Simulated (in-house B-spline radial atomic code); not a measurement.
# PBE0 excitations of the xenon ion Xe⁶⁺

Method: PBE0. Computed with a B-spline radial code for spherical atoms: linear response of the closed shell [Kr] 4d10 5s2 with the functional's adiabatic kernel; scalar-relativistic (spin-free one-electron X2C), finite nucleus, no spin-orbit coupling, no double excitations, S, P, D and F terms only; shells from n = 3 respond. Only terms of natural parity with L up to 3 were computed.

Command:
```bash
python run_td.py task.json out
```
Settings (radii: box in bohr, nucleus in fm):
```
Z                        54
electrons                48
configuration            [Kr] 4d10 5s2
hamiltonian              x2c
method                   pbe0
box_radius               14.35
rms_radius               4.7859
intervals                70
```

Run time, properties included: 3.7 s on 1 thread of Arm Neoverse N1 (shared host).

The lowest states, in the order of their Tamm-Dancoff energies; the method's threshold (minus the highest occupied level) is 87.32 eV. Labels give the largest channel, * marks a mixed state, and oscillator strengths are full-response dipole values. Semilocal kernels can invert the small singlet-triplet splittings of Rydberg terms. Energies in eV:

```
     state  full response  Tamm-Dancoff  oscillator strength
5s → 5p 3P         13.232        13.380                    -
5s → 5p 1P         17.651        18.240                 1.58
5s → 4f 3F          32.61         32.67                    -
5s → 4f 1F          33.74         33.74                    -
5s → 5d 3D          35.18         35.21                    -
5s → 5d 1D          36.64         36.67                    -
5s → 6s 3S          43.62         43.62                    -
5s → 6s 1S          44.57         44.61                    -
5s → 6p 3P              ?             ?                    -
5s → 6p 1P              ?             ?                    ?
5s → 5f 3F          56.32         56.32                    -
5s → 5f 1F          56.39         56.39                    -
5s → 6d 3D          58.31         58.31                    -
5s → 6d 1D          58.63         58.64                    -
5s → 7s 3S          61.54         61.54                    -
5s → 7s 1S          61.80         61.81                    -
4d → 5p 3P          63.72         63.75                    -
4d → 5p 3F          64.02         64.06                    -
```

Task: Where does 5s → 6p 3P lie?

Result: At 49.57 eV in full response, 49.57 eV in Tamm-Dancoff.

Task: Where does 5s → 6p 1P lie?

Result: At 49.95 eV in full response, 49.98 eV in Tamm-Dancoff, oscillator strength 0.107.

Task: How large is the singlet-triplet splitting of 5s → 5p (P terms) in Tamm-Dancoff?

Result: 4.86 eV, from the unrounded values.

Task: What polarisabilities and dispersion coefficient does the method give?

Result: Dipole 4.753 bohr³, quadrupole 7.485 bohr⁵, C6 15.65 hartree·bohr⁶ for two such species.
